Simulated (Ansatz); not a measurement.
```xyz
8

F     2.237   -0.218   -1.485
Hf    0.675   -0.066   -0.448
Se   -0.038    2.398   -0.331
Se   -1.204   -1.450   -1.519
Se    1.133   -0.937    1.924
H    -0.445    2.127    1.060
H    -2.120   -0.375   -1.100
H    -0.237   -1.480    1.898
```

Charge 0, multiplicity 1. Hf: def2 effective core potential.

Q: List the r2SCAN/def2-TZVPP orbital energies in eV (Ansatz). (An estimate is asked.)

A: The calculation gave: Occupied: -12334.30, -12334.29, -12334.29, -1574.96, -1574.96, -1574.96, -1412.20, -1412.20, -1412.20, -1412.16, -1412.16, -1412.16, -1412.15, -1412.15, -1412.15, -666.52, -211.08, -211.08, -211.08, -154.54, -154.54, -154.54, -154.37, -154.37, -154.37, -154.33, -154.33, -154.33, -67.20, -54.89, -54.89, -54.89, -54.84, -54.84, -54.84, -54.80, -54.80, -54.80, -54.68, -54.68, -54.68, -54.68, -54.68, -54.67, -36.71, -35.98, -35.98, -30.17, -18.31, -18.09, -18.09, -11.65, -11.14, -11.14, -10.34, -10.30, -10.30, -8.38, -7.65, -7.65, -7.01, -7.01, -6.57. Lowest empty: -2.61, -2.61, -1.83, -1.83, -1.53, -1.00, -0.04, -0.04.
